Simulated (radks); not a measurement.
All-electron atom: Nb34+ in [He] 2s2 2p3. Calculated with a radial shooting solver on a logarithmic mesh with Libxc functionals: non-relativistic Kohn-Sham, SCAN, spin-polarised, spherical densities, point nucleus; open shells are filled with parallel spins first (spin-orbit coupling, left out, can overturn this in heavy ions); meta-GGA in the generalised Kohn-Sham scheme; relativity is left out, which matters for an element this heavy.

Unscreened Slater integrals over Kohn-Sham orbitals (hartree). They are taken over the spin-up orbitals.

integral,value
"F0(2p,2p)",6.8970
"F2(2p,2p)",3.3146
"F0(2p,2s)",6.2322
"G1(2p,2s)",3.4739
"F0(2p,1s)",9.2945
"G1(2p,1s)",1.8000
"F0(2s,2s)",5.8213
"F0(2s,1s)",8.1387
"G0(2s,1s)",0.81568
"F0(1s,1s)",25.283

Derived for the open shells (J is the average intra-shell exchange parameter used in DFT+U). 2p: J = F2/5 = 0.6629 hartree.
